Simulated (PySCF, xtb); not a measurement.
**CHBI: which of two isomers lies lower**

Structure a is `B=[C]I`, a doublet and structure b is `[CH]=BI`, a doublet. Both are isolated molecules in the gas phase, relaxed with PBE0-D3(BJ)/def2-SVP, each in the lowest conformer that the search found.

Quicker runs give these differences E(b) − E(a): GFN2-xTB −15.8 kcal/mol; HF/STO-3G −20.1 kcal/mol (at GFN2-xTB geometries); r2SCAN-D4/def2-SVP −22.7 kcal/mol (at GFN2-xTB geometries).

Task: Estimate E(b) − E(a) at the level CCSD(T)/def2-SVP + ΔMP2/def2-TZVPP.

Result: Calculated at CCSD(T)/def2-SVP + ΔMP2/def2-TZVPP: E(b) − E(a) = −20.3 kcal/mol, so structure b lies lower.

Level by level:

```csv
level,geometry,E(b) − E(a) (kcal/mol),departure from the last row (kcal/mol),"job, with rough time for the two"
GFN2-xTB,GFN2-xTB,−15.8,+4.5,"optimisation, 0.37 s"
HF/STO-3G,GFN2-xTB,−20.1,+0.2,"single point, 5 s"
r2SCAN-D4/def2-SVP,GFN2-xTB,−22.7,−2.5,"single point, 5.1 min"
PBE0-D3(BJ)/def2-SVP,PBE0-D3(BJ)/def2-SVP,−22.0,−1.7,"optimisation, 89 s"
HF/def2-SVP,PBE0-D3(BJ)/def2-SVP,−25.1,−4.9,part of the CCSD(T) run
MP2/def2-SVP,PBE0-D3(BJ)/def2-SVP,−24.7,−4.4,part of the CCSD(T) run
CCSD(T)/def2-SVP,PBE0-D3(BJ)/def2-SVP,−23.4,−3.1,single point
CCSD(T)/def2-SVP + ΔMP2/def2-TZVPP,PBE0-D3(BJ)/def2-SVP,−20.3,,"single point, 2 min"
```

As drawn, b has 1 B–I, 1 C–H in place of 1 C–I, 1 B–H.

The levels shown agree on the order. The largest departure from CCSD(T)/def2-SVP + ΔMP2/def2-TZVPP is that of HF/def2-SVP, 4.9 kcal/mol. The last row adds to CCSD(T) the change of the MP2 difference between the two basis sets, here +3.1 kcal/mol, a large step that makes the value less sure.

With thermal terms from frequencies at re-optimised GFN2-xTB minima (ideal gas, soft modes damped towards free rotors, one conformer each, 298.15 K, 1 atm): on the last row, ΔE + ΔZPE = −19.5, ΔH = −19.6, ΔG = −19.5 kcal/mol.

Open shells are spin-unrestricted, with notable spin contamination under HF/STO-3G. The correlated steps freeze 6 core orbitals; the filled d shell of I is correlated, in a basis made for valence electrons. Atoms past krypton carry core potentials in the def2 sets, other sets are all-electron and non-relativistic, and no spin–orbit term is included. Run with PySCF 2.14.0, xtb 6.7.1; the last row on 2 threads of Intel(R) Xeon(R) Processor @ 2.50GHz (Skylake/Cascade Lake) on a shared host.
